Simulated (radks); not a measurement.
Initial-state core-level shifts of the phosphorus ion P2+ when its valence configuration changes from [Ne] 3s2 3p1. Calculated with a radial shooting solver on a logarithmic mesh with Libxc functionals: scalar-relativistic Kohn-Sham, PBE, spin-polarised, spherical densities, finite nucleus; open shells are filled with parallel spins first; Fermi nuclear charge, rms radius 3.1889 fm. Shifts are changes of the shell-averaged eigenvalues in eV (positive: less bound); the change of the density at the nucleus, which sets a Mossbauer isomer shift, is in e/bohr^3, on a base of 2398.

| valence | 1s | 2s | 2p | density at nucleus |
|---|---|---|---|---|
| 3s1.5 3p1.5 | -0.495 | -0.507 | -0.498 | -4.1561 |
| 3s1 3p2 | -0.838 | -0.882 | -0.862 | -8.4185 |
| 3p3 | -2.168 | -2.208 | -2.169 | -17.1215 |
| 3s0.5 3p2.5 | -1.507 | -1.549 | -1.520 | -12.7551 |
